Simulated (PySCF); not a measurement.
**Levels of Sb(2+) from EOM-EA-GCCSD**

Reference: closed-shell Sb(3+), [Kr] 4d10 5s2; one electron is added. Calculated with PySCF 2.14, two-component X2C-1e with screened spin-orbit coupling, x2c-TZVPPall-2c with one added diffuse shell each of s, p, d, f type (9s10p6d3f, 90 functions); frozen [Ar] 3d10; the 6 highest virtual spinors dropped; of the others 108 kept and the rest restored at second order. No Breit or QED terms. Binding energies in eV.

```csv
level,Koopmans,second order,EOM-CCSD
5p1/2,24.392,25.237,25.095
5p3/2,23.578,24.419,24.289
6s1/2,13.212,13.726,13.690
6p1/2,10.577,10.905,10.898
6p3/2,10.388,10.694,10.687
```

Electric-dipole lines between these computed levels:

```json
{"lower": "5p1/2", "upper": "6s1/2", "ΔE (eV)": "11.405", "vacuum wavelength (nm)": "108.7"}
{"lower": "5p3/2", "upper": "6s1/2", "ΔE (eV)": "10.599", "vacuum wavelength (nm)": "117.0"}
{"lower": "6s1/2", "upper": "6p1/2", "ΔE (eV)": "2.793", "vacuum wavelength (nm)": "444.0"}
{"lower": "6s1/2", "upper": "6p3/2", "ΔE (eV)": "3.004", "vacuum wavelength (nm)": "412.8"}
```

For comparison, the ionisation energy of Sb(2+) is 25.323 eV (measured; NIST Atomic Spectra Database, ionization energies).

Only part of the computed levels is shown.

The highest levels are limited by the diffuse functions of the basis.
